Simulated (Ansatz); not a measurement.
Species: CH₃Br₂GaO, charge 0, multiplicity 1. SMILES: [Br][Ga]([O]C)[Br]
Structure (B3LYP-D3(BJ)/def2-TZVP (Ansatz, a first-principles code) minimum search):
```
O
C 1 1.4230
H 2 1.0924 1 108.95
H 2 1.0924 3 108.79 1 -118.65
H 2 1.0936 3 108.55 4 -117.95
Ga 1 1.7707 2 124.33 3 120.72
Br 6 2.2726 1 117.99 2 -180.00
Br 6 2.2894 1 120.19 2 0.00
```

Property: vertical ionisation energy (to the doublet state of charge +1; each state is the SCF solution reached for its spin), in eV. Correlated levels leave the core frozen unless marked. UHF or UKS for open shells. No spin-orbit coupling. The frozen core is the preceding noble-gas configuration, with the filled d and f shells of earlier blocks. No relativistic terms. CBS(X,Y): correlation extrapolated as X^-3; Hartree-Fock from the larger set. The bracket is a focal-point correction in the basis named.

```tsv
level	program	vertical ionisation energy (eV)	minus last row
HF/aug-cc-pVTZ	Ansatz	9.38	-1.49
HF/aug-cc-pVQZ	Ansatz	9.38	-1.49
PBE/def2-TZVPD	Ansatz	9.75	-1.12
PBE0/def2-TZVPD	Ansatz	10.29	-0.58
BHLYP/def2-TZVPD	Ansatz	10.43	-0.44
CAM-B3LYP/def2-TZVPD	Ansatz	10.59	-0.28
wB97M-V/def2-TZVPD	Ansatz	10.63	-0.24
wB97X-V/def2-TZVPD	Ansatz	10.66	-0.21
B2PLYP/def2-TZVPD	Ansatz	10.60	-0.27
MP2/aug-cc-pVDZ	Ansatz	11.07	0.20
MP2/aug-cc-pVTZ	Ansatz	11.20	0.33
RI-MP2/aug-cc-pVTZ	Ansatz	11.20	0.33
RI-MP2/aug-cc-pVQZ	Ansatz	11.27	0.40
RI-MP2/CBS(aug-cc-pVTZ,aug-cc-pVQZ)	Ansatz	11.33	0.46
SCS-MP2/aug-cc-pVDZ	Ansatz	10.95	0.08
SCS-MP2/aug-cc-pVTZ	Ansatz	11.09	0.22
CCSD/aug-cc-pVDZ	Ansatz	10.58	-0.29
CCSD/aug-cc-pVTZ	Ansatz	10.68	-0.19
CCSD(T)/aug-cc-pVDZ	Ansatz	10.60	-0.27
CCSD(T)/aug-cc-pVTZ	Ansatz	10.74	-0.13
RI-MP2/CBS(aug-cc-pVTZ,aug-cc-pVQZ)+[CCSD(T)-MP2]/aug-cc-pVTZ	Ansatz	10.87	0.00
```
